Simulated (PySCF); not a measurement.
Predicted spectroscopic data

Method: GFN2-xTB structure, PBE0/pcSseg-1 with gauge-including orbitals, in PySCF 2.14.0 with density-fitted response routines (equivalent nuclei averaged, relativity neglected, in vacuum, a single conformation).

Scale: ¹H (σ = 31.72 ppm), ¹³C (σ = 186.93 ppm) against TMS (reference shieldings calculated alike). Splittings of carbon signals by F and P are missing where no couplings were computed. Where no couplings were computed, multiplicities follow the n + 1 count of equivalent neighbours, and m marks all less simple cases (inequivalent or close neighbours, rings, F or P nearby). Shifts are as computed. Against solution values, carbons near 30 ppm lie about +3 ppm off and those near 130 ppm about +5 ppm. Of 1211 compounds with measured shifts, 218 miss one by over three times the rms of a fit or turn the order of signals round; such compounds aren't used in these exercises.

**1.** SMILES O=[PH]1CCCCC1, C₅H₁₁OP. ¹H NMR (600 MHz, computed): δ 7.13 (m, 1H), 2.15 (m, 2H), 1.98 (m, 2H), 1.66 (m, 1H), 1.64 (m, 2H), 1.19 (m, 2H), 0.97 (m, 1H). ¹³C{¹H} NMR (computed): δ 34.3 (CH2), 30.9 (CH2), 26.1 (CH2).

**2.** `C(C)(C)=COC(F)F`, C₅H₈F₂O. ¹H NMR (600 MHz, computed): δ 6.50 (m, 1H), 6.08 (m, 1H), 1.92 (s, 3H), 1.72 (s, 3H). ¹³C{¹H} NMR (computed): δ 140.5, 125.7, 125.3, 22.1, 18.0.

**3.** SMILES C=CC(=C)[C@@](C)(F)C#N, C₇H₈FN. ¹H NMR (600 MHz, computed): δ 6.65 (m, 1H), 6.05 (m, 1H), 6.01 (m, 1H), 5.77 (m, 1H), 5.68 (m, 1H), 1.94 (m, 3H). ¹³C{¹H} NMR (computed): δ 151.5, 141.8, 126.1, 125.5, 123.1, 87.9, 30.5.
